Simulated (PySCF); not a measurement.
Input for PySCF: R-BP86/6-31G* on C2H4O (a complex), monomers drawn apart or pushed together.

```python
from pyscf import gto, scf, dft, mp
from pyscf.data.elements import chemcore

mol = gto.M(
    atom='''
    C     0.06360890   -0.08363640    0.10786685
    H     0.12023995   -0.17870432   -0.97559735
    H     0.67750604   -0.85414509    0.57251028
    H     0.42681772    0.89914889    0.40547274
    H    -0.97064074   -0.19990559    0.42894481
    C     0.20799813   -0.21076213    4.19704835
    O    -0.52369673    0.64354563    4.20743033
    ''',
    basis='6-31g*',
    cart=True,
    charge=0, spin=0, verbose=3, max_memory=1800)
mf = dft.RKS(mol, xc='b88,p86')
mf.conv_tol = 1e-8
mf.max_cycle = 100
mf.kernel()
if not mf.converged:
    mf = mf.newton().run(mf.mo_coeff, mf.mo_occ)
```

Problem. Predict the final total energy.

Solution. -153.8173 hartree.
